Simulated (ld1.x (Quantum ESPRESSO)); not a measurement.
# Configuration tests for nickel (Ni) (PAW)

ld1.x (Quantum ESPRESSO) 7.5 input, shortened:

```
&input
   title='Ni', zed=28., rel=1, dft='PZ', iswitch=3,
   config='[Ar] 3d8 4s1.75 4p0'
 /
 &inputp
   pseudotype=3, lpaw=.true., tm=.true., lloc=-2, rcloc=1.40,
   nlcc=.false.,
   which_augfun='PSQ', rmatch_augfun_nc=.true.
 /
6
3S  1  0   2.00   0.00  1.10  1.35  0.0
4S  2  0   1.75   0.00  1.10  1.35  0.0
3P  2  1   6.00   0.00  1.20  1.65  0.0
4P  3  1   0.00   0.00  1.20  1.65  0.0
3D  3  2   8.00   0.00  0.85  0.95  0.0
3D  3  2   0.00  -0.30  0.85  0.95  0.0
 &test
   configts(1)='3s2 3p6 3d8 4s1.75 4p0'
 /
```

Energies are relative to the spin-unpolarised reference configuration 3s2 3p6 3d8 4s1.75 4p0; without spin polarisation the order of configurations can differ from experiment. Not all tests gave a result: test run stopped at test 6 of 9 (negative rho), 1 before it not solved. Left out of the table: 3s2 3p6 3d7 4s2 4p0 (solver errors, printed error -3711 eV).

```json
{"valence configuration": "3s2 3p6 3d8 4s1 4p0", "charge": "+1", "ΔE all-electron (eV)": "7.910", "error AE − PS (meV)": "-0.8"}
{"valence configuration": "3s2 3p6 3d8 4s0 4p0", "charge": "+2", "ΔE all-electron (eV)": "25.569", "error AE − PS (meV)": "-3.0"}
{"valence configuration": "3s2 3p6 3d8.5 4s1.5 4p0", "charge": "0", "ΔE all-electron (eV)": "-2.892", "error AE − PS (meV)": "-0.3"}
```

(1) What are ΔE and the potential's error for 3s2 3p6 3d8 4s2 4p0?

Levels in the configuration 3s2 3p6 3d8 4s1 4p0:

```csv
level,all-electron (eV),pseudo (eV)
3s,-119.688,-119.687
3p,-80.457,-80.456
3d,-18.261,-18.260
4s,-13.512,-13.513
```

## Answers

(1) ΔE = -1.691 eV all-electron; the error (AE − PS) is +0.1 meV.
